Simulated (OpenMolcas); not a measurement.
**Kr6+: from CASSCF to CASPT2**

| Item | Value |
| --- | --- |
| Program | OpenMolcas |
| Basis | ANO-R2 [6s5p4d3f1g] |
| Scalar Hamiltonian | X2C, finite nucleus |
| Active space | 2 electrons in 4 orbitals (4s 4p) |
| State averaging | 2S+1 = 3 even, 3 roots; 2S+1 = 1 even, 7 roots (6 in the spin-orbit step); 2S+1 = 3 odd, 3 roots; 2S+1 = 1 odd, 3 roots |
| Spin-orbit coupling | state interaction with AMFI integrals over the reference wave functions, term energies averaged over their components |

Methods on the same reference wave functions:
A. CASSCF
B. SS-CASPT2, IPEA 0.25 Eh, imaginary shift 0.1 Eh (closed shells correlated: 3d)
C. XMS-CASPT2, IPEA 0.25 Eh, imaginary shift 0.1 Eh (closed shells correlated: 3d)

Energies in cm⁻¹ above 4s² ¹S₀, the measured ground level; measured values from Saloman, J. Phys. Chem. Ref. Data 36, 215 (2007).

```tsv
Level	A	B	C	Measured
4s² ¹S₀	0.0	0.0	0.0	0.0
4s 4p ³P°₀	114513	116620	117050	117390
4s 4p ³P°₁	117119	119160	119580	120095
4s 4p ³P°₂	123020	125120	125550	126553
4s 4p ¹P°₁	181169	169500	169210	170835
```

Deviations, from unrounded energies. A percentage is the sum of absolute deviations over the sum of measured energies, with the sign that they share, or ± where signs differ.

```json
{"Against measurement": "mean absolute deviation (cm-1)", "Levels": "4", "A": "4900", "B": "1100", "C": "870"}
{"Against measurement": "other configurations (%)", "Levels": "4", "A": "±3.7", "B": "-0.8", "C": "-0.7"}
```

C lies closest to measurement on these levels and A furthest from it. The largest miss of C in the table is 4s 4p ¹P°₁, by -1600 cm-1. The ranking rests on the paired levels alone, and a cruder setting can come out closer through cancelling errors.

Between B and C the level of the table that moves most is 4s 4p ³P°₀, by 430 cm-1 (lowest in B, highest in C). Moves below CASPT2's spread within the term are not significant.

The lowest spin-free term lies below A's lowest term by 0.417 hartree in B, 0.420 hartree in C.

Over all roots computed the reference weight is 0.93 to 0.98 in B, 0.85 to 0.98 in C; the roots of lowest weight are the least certain, and an intruder state may touch them. Some high roots are left out of the spin-orbit mixing, which shifts the levels that they would mix with. Computed and measured levels are paired by configuration, term and J; levels that our copy of the source lacks, or whose pairing is in doubt (as where it misses far off the trend of its configuration), stay unpaired and out of the deviations. Only configurations of the active space appear. The table leaves out levels that lie high or whose names do not pair safely across all columns.

° marks odd parity.
